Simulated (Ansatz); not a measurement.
This triplet is an excited state, 1.89 eV above the relaxed singlet at the level composite: frozen-core CCSD(T) with HF/cc-pVQZ and the correlation energy extrapolated as X^-3 from cc-pVTZ and cc-pVQZ, plus CCSDT(Q) minus CCSD(T) in cc-pVDZ // PBE0-D3(BJ)/def2-TZVP (Ansatz, a first-principles code).

A geometry relaxed with PBE0-D3(BJ)/def2-TZVP in Ansatz, charge 0, multiplicity 3:

```xyz
4

H     -1.5110    -0.2029    -0.3161
O     -0.9471     0.0176     0.4306
Ge     0.6515     0.6172    -0.1003
H      1.8066    -0.4318    -0.0142
```

Task: Write the SMILES of this molecule.

Result: `[OH][GeH]`
